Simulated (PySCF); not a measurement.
## Excitation energy of C⁺ by level of theory

C⁺ [He] 2s2 2p1 (2P) → C⁺ [He] 2s1 2p2 (4P), as a difference of total energies. All numbers are calculated (PySCF 2.14, the spin-free X2C one-electron Hamiltonian (Gaussian nucleus), in x2c-TZVPPall (5s3p2d1f, 31 functions)). Correlated levels: valence and next inner shell: nothing frozen. The calculations carry no spin-orbit coupling.

```csv
method,excitation energy (cm⁻¹),error (cm⁻¹)
UHF,29499,-13495
MP2 (valence and next inner shell),37895,-5098
SCS-MP2 (valence and next inner shell),41162,-1832
CCSD (valence and next inner shell),42154,-839
CCSD(T) (valence and next inner shell),42428,-566
CCSDT (valence and next inner shell),42494,-499
```

Reference: 42994 cm⁻¹ (measured; NIST levels, between the centres of gravity of the two terms).

Errors of the correlated levels include the incompleteness of this basis.
